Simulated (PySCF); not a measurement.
C10H10P (charge -1).
Bonds: C1–C2 (double), C2–C3, C3–C4 (aromatic), C4–C5 (aromatic), C5–C6, C6–C7 (double), C5–C8 (aromatic), C8–C9, C9–C10 (double), C8–P11 (aromatic), C3–P11 (aromatic). Hydrogens: H12, H13 on C1; H14 on C2; H15 on C4; H16 on C6; H17, H18 on C7; H19 on C9; H20, H21 on C10.

Definitions: NICS(0) = −σiso at the ring centroid; NICS(1) = −σiso and NICS(1)zz = −σzz at ±1 Å along the ring normal z. Level: GIAO PBE0/pcSseg-1 (PySCF, non-relativistic, gas phase) on the GFN2-xTB geometry, one conformer.

Ring bond lengths (Å), with Mayer bond orders in brackets: C3–C4 1.391 (1.41), C4–C5 1.397 (1.37), C5–C8 1.426 (1.30), C8–P11 1.756 (1.26), P11–C3 1.768 (1.17).

Task: What do the NICS probes read (ppm)?

Result: 
```
           ring                                               type  NICS(0)  NICS(1), two faces  NICS(1)zz, two faces  rms pucker (Å)  centre to ring atoms, mean (Å)
C3–C4–C5–C8–P11  5-membered ring with P; formal bonds all aromatic     -6.9         -8.0 / -8.1         -16.9 / -17.2            0.00                            1.31
```

Task: What can be read from them?

Result: 
- C3–C4–C5–C8–P11: mean NICS(1)zz -17.0 ppm, shielded.

Task: How equal are the bonds by HOMA? Use HOMA with the parameters of Krygowski (1993).

Result: 
- C3–C4–C5–C8–P11: HOMA 0.72; the largest term is that of P11–C3, α(R − Ropt)² = 0.59.

Task: What is the mean of the two in-plane components of NICS at the first NICS(1) probe listed for ring C3–C4–C5–C8–P11, 1 Å off the ring?

Result: The isotropic value is a third of the trace: (3 × -8.0 − (-16.9))/2 = -3.6 ppm.

Task: What are the shieldings of the ring atoms and their hydrogens in the same run (means over atoms taken as equivalent)?

Result: 
| atoms | environment | σ isotropic (ppm) |
| --- | --- | --- |
| C3 | substituted aromatic carbon | 29.9 |
| C4 | aromatic CH carbon | 62.1 |
| C5 | substituted aromatic carbon | 54.1 |
| C8 | substituted aromatic carbon | 26.6 |
| P11 | phosphorus bonded to 2 C | 216.9 |
| H15 | aromatic hydrogen | 24.70 |

The values belong to the conformer `[CH2:1]=[CH:2][c:3]1[cH:4][c:5]([CH:6]=[CH2:7])[c:8]([CH:9]=[CH2:10])[p-:11]1`: C1–C2–C3–C4 -179°, C4–C5–C6–C7 1°, C5–C8–C9–C10 178°.
